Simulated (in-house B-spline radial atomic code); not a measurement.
Results of a calculation; reference values are marked as such.
## Ghost states of the separable form: Rb

Rb, [Kr] 5s1, non-relativistic PBE, spherical and spin-unpolarised, from an all-electron radial atomic-structure program (B-spline basis) (atomic units; all potentials screened as in the neutral atom).

Troullier-Martins channels: 5s (ε = -0.0808, r_c = 3.287 bohr), 4p (ε = -0.5896, r_c = 1.62 bohr). In the Kleinman-Bylander form one channel serves as the local potential, and each other channel l becomes |δV u><u δV|/<u|δV|u>, with δV = V_l − V_local and u the pseudo-orbital. Its strength is E_KB = <u|δV²|u>/<u|δV|u>. By the analysis of Gonze, Stumpf and Scheffler a spurious state lies below the reference level ε if E_KB > 0 and ε is above the second level of the local potential alone, or if E_KB < 0 and ε is above its first. The table's levels are those of angular momentum l in a sphere of 9 bohr, whose wall can lift a shallow ε a little above its free-atom value.

```csv
local,channel,<u δV u>,<u δV² u>,ε,first local level,second local level
s,p,-1.6686,3.487,-0.5896,-0.0078,0.2635
p,s,0.06432,0.083321,-0.0677,-1.2899,-0.0922
```

**Question.** Apply the rule to each row.

**Answer.** Local s, channel p: E_KB = -2.09, so ε = -0.5896 is set against -0.0078: no ghost. Local p, channel s: E_KB = +1.3, so ε = -0.0677 is set against -0.0922: a ghost.

Diagonalising the separable Hamiltonian gives:

```csv
local,channel,three lowest levels,"all-electron, two lowest valence levels"
s,p,"-0.5896, 0.0235, 0.3425","-0.5896, 0.0102"
p,s,"-0.3100, -0.0676, 0.1963","-0.0677, 0.1937"
```

**Question.** Which choices of local channel are safe?

**Answer.** Free of ghosts: s. With p local the s channel has a ghost 0.24 hartree below ε, since the local potential binds more than one state below ε, and a repulsive term of rank one raises each level at most to the next, so it clears only one of them. Among the safe choices the second level, which tests transfer, is off by at most 13.4 millihartree (s local).
